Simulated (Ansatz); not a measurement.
Frontier orbitals of `B[SiH]1BO1`.

Total charge 0; spin multiplicity 1. Geometry: relaxed with PBE0-D4/def2-TZVP. Basis def2-TZVPP, Ansatz.

Orbital energies of one run (eV). Highest occupied ones, from the top: -7.03, -8.96, -10.31, -11.12, -11.84, -12.47, -14.12, -14.50, -16.02, -29.90, -101.44, -101.47, -101.57, -148.13. Empty: -2.51, -0.74, 0.22, 1.73, 2.05, 2.28.

(1) Which functional gave them?
A. r2SCANh
B. LC-ωPBE
C. r2SCAN0
D. BLYP

Answers

(1) C. HOMO energies: r2SCAN0 -7.03, BLYP -5.83, LC-ωPBE -9.36, r2SCANh -6.49 eV.

LC-ωPBE has ω = 0.4 bohr⁻¹.
